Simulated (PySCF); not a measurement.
A PySCF script (with the pyscf-properties extension) for the NMR shieldings of `CB(C)CCOB(O)Cl`, C4H11B2ClO2, on a GFN2-xTB geometry:

```python
import basis_set_exchange as bse
import numpy as np
from pyscf import gto, dft
from pyscf.prop import nmr

atoms = """
C    -2.224256    1.486675    1.058761
B    -1.433393    0.402829    0.232275
C    -2.186289   -0.535097   -0.783470
C     0.134907    0.298326    0.439067
C     0.814177   -0.969397   -0.070317
O     2.218206   -0.940063    0.184728
B     3.146033   -0.408609   -0.616505
O     4.442446   -0.388858   -0.256425
Cl    2.769071    0.274819   -2.184848
H    -2.643539    1.004326    1.943158
H    -1.607690    2.307787    1.415804
H    -3.069408    1.905483    0.517617
H    -3.269880   -0.473124   -0.721456
H    -1.901920   -1.580450   -0.683476
H    -1.908131   -0.249107   -1.798097
H     0.585357    1.146963   -0.087808
H     0.405898    0.432961    1.489246
H     0.643484   -1.088527   -1.143964
H     0.442622   -1.849558    0.460962
H     4.637159   -0.766701    0.601711
"""
names = dict.fromkeys(["C", "B", "O", "Cl", "H"], "pcSseg-1")
basis = {el: gto.basis.parse(bse.get_basis(n, elements=[el], fmt="nwchem")) for el, n in names.items()}
mol = gto.M(atom=atoms, basis=basis, charge=0, verbose=0)
mf = dft.RKS(mol, xc="PBE0")
mf.grids.level = 2
mf.grids.alignment = dft.numint.BLKSIZE   # the property module wants whole blocks of grid points
mf.conv_tol = 1e-9
mf.kernel()

calc = nmr.RKS(mf)   # GIAO
C = mf.mo_coeff
Co = C[:, mf.mo_occ > 0]
resp = mf.gen_response(singlet=True, hermi=2)
def vind(x):   # induced exchange potential for any number of trial vectors
    d = np.einsum("pi,xij,qj->xpq", C, 2 * x.reshape(-1, C.shape[1], Co.shape[1]), Co, optimize=True)
    return np.einsum("xpq,pi,qj->xij", resp(d - d.transpose(0, 2, 1)), C, Co, optimize=True).ravel()
mo1, _ = nmr.rhf.solve_mo1(calc, with_cphf=vind)
sigma = calc.kernel(mo1)
for i, s in enumerate(sigma):   # ppm
    print("%2d %-2s %9.2f" % (i, mol.atom_pure_symbol(i), np.trace(s) / 3))
```

**Question.** What does it print?

**Answer.** 
```
 0 C     169.90
 1 B      11.75
 2 C     174.00
 3 C     148.78
 4 C     117.36
 5 O     193.56
 6 B      77.60
 7 O     219.11
 8 Cl    914.41
 9 H      31.05
10 H      30.69
11 H      30.65
12 H      30.64
13 H      30.94
14 H      31.02
15 H      30.17
16 H      29.74
17 H      27.09
18 H      27.66
19 H      27.57
```

These numbers come from an equivalent density-fitted implementation of the same equations, which agrees with the script to about 0.01 ppm for H and up to a few tenths of a ppm for heavy atoms, so last digits may differ.

Size and cost of the density-fitted run: 215 basis functions, 95 s wall time on 1 thread of an Arm Neoverse N1, shared host; peak memory 1 GiB.
